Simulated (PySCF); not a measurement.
Compound: C6H14P2.
Geometry (PBE0-D3(BJ)/def2-SVP, Å), atoms numbered from 1 in this order:
```xyz
22
C6H14P2 angstrom
P      3.5043   -0.7023    0.4321
P      1.6873   -0.3000   -0.8048
C      1.2869    1.3484   -0.0167
C     -0.0527    1.9460   -0.4366
C     -1.2966    1.1096   -0.1331
C     -1.4395   -0.1590   -0.9842
C     -0.8803   -1.4513   -0.3867
C      0.5268   -1.3584    0.2076
H      4.3753    0.0818   -0.3876
H      3.8391   -1.9109   -0.2548
H      2.0967    2.0422   -0.2994
H      1.3309    1.2371    1.0815
H     -0.1534    2.9257    0.0614
H     -0.0319    2.1607   -1.5197
H     -2.1743    1.7520   -0.3085
H     -1.3278    0.8557    0.9420
H     -2.5040   -0.3306   -1.2117
H     -0.9588    0.0216   -1.9625
H     -0.8914   -2.2221   -1.1748
H     -1.5615   -1.8159    0.4018
H      0.4986   -0.9523    1.2330
H      0.9612   -2.3684    0.2875
```

Level: PBE0/pcSseg-1 in PySCF, non-relativistic, on one gas-phase PBE0-D3(BJ)/def2-SVP geometry that isn't relaxed in the solvent. The solvent is an IEF-PCM continuum (van der Waals radii × 1.2). Specific hydrogen bonds and non-electrostatic terms are outside this model.

Gas phase at PBE0/pcSseg-1: HOMO -6.27 eV, LUMO 0.06 eV, dipole 1.11 D.

Problem. What does the continuum do to the energy, the frontier levels and the dipole at PBE0/pcSseg-1 in acetone and dimethylsulfoxide?

Solution. 
| solvent | ε | E(solvent) − E(gas) (kJ/mol) | polarisation term (kJ/mol) | distortion of the solute (kJ/mol) | HOMO (eV) | LUMO (eV) | dipole (D) |
| --- | --- | --- | --- | --- | --- | --- | --- |
| acetone | 20.49 | -13.02 | -14.65 | 1.63 | -6.34 | 0.10 | 1.33 |
| dimethylsulfoxide | 46.83 | -13.68 | -15.49 | 1.81 | -6.35 | 0.10 | 1.34 |

Polarisation term: ½ Σ q·V over the induced surface charges. Distortion: the rise of the solute's own energy as its density leaves the gas-phase optimum. From acetone to dimethylsulfoxide the lowering changes by a factor 1.05, Onsager's factor (ε − 1)/(2ε + 1) by 1.04 and ε itself by 2.3.

Problem. Which radius a makes the point-dipole formula ΔE = −[(ε − 1)/(2ε + 1)]·μ²/a³ give the value in dimethylsulfoxide, with the gas-phase dipole?

Solution. μ = 0.438 au and |ΔE| = 0.00521 Eh give a = 1.38 Å; the farthest nucleus lies 4.07 Å from the centroid of the nuclei, so such a sphere wouldn't even hold the nuclei. The formula assumes a rigid point dipole at the centre of a sphere.

Problem. Give the dipole vector in the frame of the coordinates (D, pointing from negative to positive charge), gas and dimethylsulfoxide.

Solution. Gas (-1.06, 0.32, 0.13), solvent (-1.23, 0.39, 0.34). Its length changes by +20 % and its direction by 8°.

Problem. Which Hirshfeld charges (PBE0/pcSseg-1) respond most in acetone (means over atoms taken as equivalent)?

Solution. 
```
          atoms                     environment  gas (e)  solvent (e)  change
             P2     three-coordinate phosphorus   +0.098       +0.077  -0.021
             P1     three-coordinate phosphorus   +0.020       +0.004  -0.016
         H9/H10                    P–H hydrogen   -0.014       -0.008  +0.006
H11/H12/H21/H22              methylene hydrogen   +0.033       +0.036  +0.003
          C3/C8  sp3 carbon bound to phosphorus   -0.116       -0.115  +0.001
H13/H14/H19/H20              methylene hydrogen   +0.036       +0.038  +0.002
H15/H16/H17/H18              methylene hydrogen   +0.035       +0.036  +0.001
          C5/C6                 ring CH2 carbon   -0.068       -0.069  -0.001
```

Time: 41 s wall; peak memory 1.2 GiB. Hardware: Arm Neoverse V2, one thread, no GPU, shared host. This is the whole shielding run at PBE0/pcSseg-1 in dimethylsulfoxide, SCF included.
